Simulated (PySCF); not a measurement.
Computed properties of 3-silyloxypropanenitrile (C3H7NOSi), SMILES C(C#N)CO[SiH3]

3-silyloxypropanenitrile (C3H7NOSi), SMILES C(CC#N)O[SiH3]. The structure is a stationary point at B3LYP-D3(BJ)/def2-SVP. The values are those of a single conformer. All values are computed for the isolated molecule unless a solvent is named; none is compared with measurement here.

**Structure.** The optimised structure has Cs symmetry. All 33 harmonic modes at B3LYP-D3(BJ)/def2-SVP (PySCF) are real, so it is a minimum. With heavy atoms numbered as in [N:1]#[C:2][CH2:3][CH2:4][O:5][SiH3:6], the shortest bond between them is N1–C2 at 1.158 Å and the longest O5–Si6 at 1.674 Å.

**Vibrations.** The strongest infrared lines (harmonic, unscaled, degenerate partners summed) lie at 989 cm⁻¹ (361 km/mol, H 86 %, Si 11 %), 1169 cm⁻¹ (287 km/mol, O 55 %, C 34 %, H 8 %), 2212 cm⁻¹ (147 km/mol, H 96 %). The softest mode is at 43 cm⁻¹ and the zero-point energy is 59.4 kcal/mol.

**Electronic structure.** ωB97X/def2-TZVP (PySCF) places the frontier levels at -11.12 and 1.88 eV, a gap of 13.00 eV, and gives a dipole moment of 3.55 D and a mean polarisability of 67.8 bohr³. PBE/def2-TZVP (PySCF) at the same geometry gives -7.13 and -1.03 eV, so its gap is 6.90 eV narrower. An orbital gap is neither the optical nor the fundamental gap.

**Excitations.** TDA-M06-2X/def2-SVPD (PySCF) has S1 at 7.12 eV (174 nm, f = 0.000, dark); the most intense of the 10 singlets computed lies at 8.36 eV (f = 0.05). T1 (TDA) is at 6.49 eV, 0.63 eV under S1. TDA-PBE/def2-SVPD (PySCF) puts S1 at 6.22 eV. No vertical singlet excitation falls in the visible range (under 3.1 eV).

**NMR.** GIAO shifts at KT2/pcSseg-1 (PySCF) (non-relativistic, atoms alike by connectivity averaged): ¹³C from 25.3 to 110.2 ppm against TMS; ¹H from 2.7 to 5.3 ppm against TMS; ²⁹Si at -25.7 ppm against TMS.

**Solvation.** SMD-B3LYP/6-31G* (PySCF) gives -3.0 kcal/mol in water, -6.0 kcal/mol in N,N-dimethylformamide, -4.0 kcal/mol in benzene (1 M in both phases, gas-phase geometry); of these solvents N,N-dimethylformamide holds the molecule best.
